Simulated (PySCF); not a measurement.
Ionisation energy of V⁺ by level of theory

V⁺ [Ar] 3d4 (5D) → V²⁺ [Ar] 3d3 (4F), as a difference of total energies. All numbers are calculated (PySCF 2.14, the spin-free X2C one-electron Hamiltonian (Gaussian nucleus), in x2c-TZVPPall with one added diffuse shell each of s, p, d, f type (7s6p5d3f1g, 80 functions)). Correlated levels: valence: [Ar] frozen; valence and next inner shell: [Ne] frozen. The calculations carry no spin-orbit coupling.

```csv
method,ionisation energy (eV)
UHF,13.176
LDA,15.720
PBE,15.327
PBE0,14.979
MN15,15.146
MP2 (valence),13.924
SCS-MP2 (valence),13.425
SCS-MP2 (valence and next inner shell),14.146
```

Problem. Estimate what TPSSh gives.

Solution. 14.831 eV, closest to PBE0 among the rows shown.

Problem. Estimate what MP2 (valence and next inner shell) gives.

Solution. 14.702 eV, closest to PBE0 among the rows shown.

A first-order spin-orbit estimate (lowest level to lowest level, LS coupling) adds -0.016 eV.

Errors of the correlated levels include the incompleteness of this basis and the frozen core.

For comparison: 14.634 ± 0.007 eV (measured; NIST Atomic Spectra Database, ionization energies).
